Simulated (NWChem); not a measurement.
System: CH₃F₂NZr; SMILES C[N]=[Zr]([F])[F]

NWChem input:

```
start job
memory heap 200 mb stack 900 mb global 1100 mb
geometry units angstroms noautoz
  Zr     0.094353    -0.365316    -0.352791
  N      0.079369     1.440579    -0.246576
  C      0.017059     2.837668     0.002795
  H      0.962416     3.350428    -0.256938
  H     -0.793639     3.332761    -0.564544
  H     -0.169861     3.044379     1.072699
  F     -1.693759    -1.104728    -0.227680
  F      1.514403    -1.132637     0.721722
end
basis spherical
  Zr library 3-21g
  N library 3-21g
  C library 3-21g
  H library 3-21g
  F library 3-21g
end
dft
  xc xpbe96 cpbe96
  iterations 150
  mulliken
end
task dft energy
```

Parts of the log:

```
             Northwest Computational Chemistry Package (NWChem) 7.3.0
             --------------------------------------------------------

 C1  symmetry detected

                             Geometry "geometry" -> ""
                             -------------------------

 Output coordinates in angstroms (scale by  1.889725989 to convert to a.u.)

  No.       Tag          Charge          X              Y              Z
 ---- ---------------- ---------- -------------- -------------- --------------
    1 Zr                  40.0000    -0.00006319    -0.38734930    -0.22136070
    2 N                    7.0000    -0.00000334     1.41481478    -0.06334950
    3 C                    6.0000    -0.00113866     2.80398075     0.23353889
    4 H                    1.0000     0.82714405     3.33863625    -0.26863156
    5 H                    1.0000    -0.94378642     3.29971911    -0.06626194
    6 H                    1.0000     0.12145922     2.98064042     1.31803150
    7 F                    9.0000    -1.67265137    -1.15908305     0.38411697
    8 F                    9.0000     1.67315870    -1.15787382     0.38405004

 Effective nuclear repulsion energy (a.u.)     418.6406334032

  pbe96 is a nonlocal functional; adding pw91lda local functional.

                                 NWChem DFT Module
                                 -----------------

 Summary of "ao basis" -> "ao basis" (spherical)
 ------------------------------------------------------------------------------
       Tag                 Description            Shells   Functions and Types
 ---------------- ------------------------------  ------  ---------------------
 Zr                          3-21g                  14       36   6s5p3d
 N                           3-21g                   5        9   3s2p
 C                           3-21g                   5        9   3s2p
 H                           3-21g                   2        2   2s
 F                           3-21g                   5        9   3s2p

            General Information
            -------------------
          SCF calculation type: DFT
          Wavefunction type:  closed shell.
          No. of atoms     :     8
          No. of electrons :    74
           Alpha electrons :    37
            Beta electrons :    37
          Charge           :     0
          Spin multiplicity:     1
          Use of symmetry is: off; symmetry adaption is: off
          Maximum number of iterations: 150
          AO basis - number of functions:    78
                     number of shells:    40
          Convergence on energy requested:  1.00D-06
          Convergence on density requested:  1.00D-05
          Convergence on gradient requested:  5.00D-04

              XC Information
              --------------
          PerdewBurkeErnzerhof Exchange Functional  1.000
            Perdew 1991 LDA Correlation Functional  1.000 local
           PerdewBurkeErnz. Correlation Functional  1.000 non-local

             Grid Information
             ----------------
          Grid used for XC integration:  medium
          Radial quadrature: Mura-Knowles
          Angular quadrature: Lebedev.
          Tag              B.-S. Rad. Rad. Pts. Rad. Cut. Ang. Pts.
          ---              ---------- --------- --------- ---------
          Zr                  1.55      123          10.0       590
          N                   0.65       49           8.0       434
          C                   0.70       49          11.0       434
          H                   0.35       45          12.0       434
          F                   0.50       49          11.0       434
          Grid pruning is: on
          Number of quadrature shells:   454
          Spatial weights used:  Erf1

      Superposition of Atomic Density Guess
      -------------------------------------

 Sum of atomic energies:       -3812.64523169

      Non-variational initial energy
      ------------------------------

 Total energy =   -3813.340821
 1-e energy   =   -6104.704700
 2-e energy   =    1872.723245
 HOMO         =      -0.295473
 LUMO         =      -0.103070

     ---------------------------------------------
      Total Density - Mulliken Population Analysis
     ---------------------------------------------

    Atom       Charge   Shell Charges
 -----------   ------   -------------------------------------------------------
    1 Zr  40    37.29   2.00  2.00  6.00  2.00  6.00  2.00  5.93  0.14  0.20  0.02  0.01  9.77  0.65  0.57
    2 N    7     8.45   1.99  0.43  2.08  1.35  2.60
    3 C    6     6.44   1.99  0.40  1.51  1.07  1.47
    4 H    1     0.78   0.43  0.35
    5 H    1     0.78   0.43  0.35
    6 H    1     0.77   0.43  0.35
    7 F    9     9.75   1.99  0.46  2.67  1.52  3.10
    8 F    9     9.75   1.99  0.46  2.67  1.52  3.10

   convergence    iter        energy       DeltaE   RMS-Dens  Diis-err
 ---------------- ----- ----------------- --------- --------- ---------
 d= 0,ls=0.0,diis     1  -3815.9153729245 -4.23D+03  6.66D-02  2.84D+00
 d= 0,ls=0.0,diis     2  -3806.8386784663  9.08D+00  5.40D-02  7.36D+01
 d= 0,ls=0.0,diis     3  -3816.0440831547 -9.21D+00  1.73D-02  2.55D+00
 d= 0,ls=0.0,diis     4  -3816.1476763004 -1.04D-01  1.03D-02  1.96D+00
 d= 0,ls=0.0,diis     5  -3816.3311872122 -1.84D-01  2.82D-03  1.64D-01
  Resetting Diis
 d= 0,ls=0.0,diis     6  -3816.3490990815 -1.79D-02  1.20D-03  2.64D-02
 d= 0,ls=0.0,diis     7  -3816.3515386459 -2.44D-03  2.48D-03  4.01D-03
 d= 0,ls=0.0,diis     8  -3816.3429393287  8.60D-03  1.93D-03  7.14D-02
 d= 0,ls=0.0,diis     9  -3816.3520293622 -9.09D-03  1.89D-04  6.20D-04
 d= 0,ls=0.0,diis    10  -3816.3520870290 -5.77D-05  7.39D-05  8.68D-05
 d= 0,ls=0.0,diis    11  -3816.3520963819 -9.35D-06  2.13D-05  6.44D-06
 d= 0,ls=0.0,diis    12  -3816.3520971163 -7.34D-07  2.25D-06  7.02D-08

         Total DFT energy =    -3816.352097116277
      One electron energy =    -6112.215689876150
           Coulomb energy =     2022.969372043287
    Exchange-Corr. energy =     -145.746412686630
 Nuclear repulsion energy =      418.640633403215

 Numeric. integr. density =       74.000002413490

                       DFT Final Molecular Orbital Analysis
                       ------------------------------------

 Vector   35  Occ=2.000000D+00  E=-2.783001D-01
              MO Center=  3.1D-03, -1.2D+00,  3.8D-01, r^2= 3.2D+00
   Bfn.  Coefficient  Atom+Function         Bfn.  Coefficient  Atom+Function
  ----- ------------  ---------------      ----- ------------  ---------------
    68      0.346778  7 F  py                77     -0.347798  8 F  py
    64      0.312369  7 F  py                73     -0.313341  8 F  py
    69     -0.247006  7 F  pz                78      0.246650  8 F  pz
    65     -0.220320  7 F  pz                74      0.220005  8 F  pz
    11      0.163135  1 Zr px                15     -0.115717  1 Zr px

 Vector   36  Occ=2.000000D+00  E=-1.952432D-01
              MO Center=  1.8D-02,  1.0D+00, -2.1D-02, r^2= 2.6D+00
   Bfn.  Coefficient  Atom+Function         Bfn.  Coefficient  Atom+Function
  ----- ------------  ---------------      ----- ------------  ---------------
    45      0.414931  2 N  pz                41      0.365415  2 N  pz
    28      0.282941  1 Zr d -1              33      0.249189  1 Zr d -1
    60     -0.177467  6 H  s                 17      0.135730  1 Zr pz
    13     -0.130283  1 Zr pz                59     -0.130348  6 H  s
    56      0.118193  4 H  s                 50     -0.116812  3 C  pz

 Vector   37  Occ=2.000000D+00  E=-1.720098D-01
              MO Center= -1.7D-02,  1.1D+00, -3.8D-02, r^2= 2.6D+00
   Bfn.  Coefficient  Atom+Function         Bfn.  Coefficient  Atom+Function
  ----- ------------  ---------------      ----- ------------  ---------------
    43      0.474979  2 N  px                39      0.402547  2 N  px
    27      0.194536  1 Zr d -2              58      0.186492  5 H  s
    11     -0.174481  1 Zr px                56     -0.163065  4 H  s
    15      0.160352  1 Zr px                32      0.157458  1 Zr d -2
    57      0.119444  5 H  s                 67     -0.117038  7 F  px

 Vector   38  Occ=0.000000D+00  E=-1.072758D-01
              MO Center=  2.7D-04, -4.3D-01, -8.6D-01, r^2= 3.2D+00
   Bfn.  Coefficient  Atom+Function         Bfn.  Coefficient  Atom+Function
  ----- ------------  ---------------      ----- ------------  ---------------
    14      0.516663  1 Zr s                 29      0.401681  1 Zr d  0
    34      0.381048  1 Zr d  0              17     -0.259781  1 Zr pz
    10     -0.227767  1 Zr s                 18      0.220598  1 Zr s
    24     -0.155036  1 Zr d  0              13      0.118863  1 Zr pz
     6      0.101268  1 Zr s                 51     -0.091750  3 C  s

 Vector   39  Occ=0.000000D+00  E=-4.714331D-02
              MO Center= -9.1D-04, -4.4D-01, -3.0D-01, r^2= 2.1D+00
   Bfn.  Coefficient  Atom+Function         Bfn.  Coefficient  Atom+Function
  ----- ------------  ---------------      ----- ------------  ---------------
    30      0.558737  1 Zr d  1              35      0.490829  1 Zr d  1
    15      0.306835  1 Zr px                25     -0.212522  1 Zr d  1
    11     -0.171732  1 Zr px                27     -0.142946  1 Zr d -2
    69     -0.134914  7 F  pz                78      0.134596  8 F  pz
    67     -0.125950  7 F  px                76     -0.125635  8 F  px

[...]
```

Level: PBE/3-21G, non-relativistic. Structure relaxed at the PBE0/def2-SVP (def2 core potentials past Kr) level. Not confirmed as a minimum by frequencies.
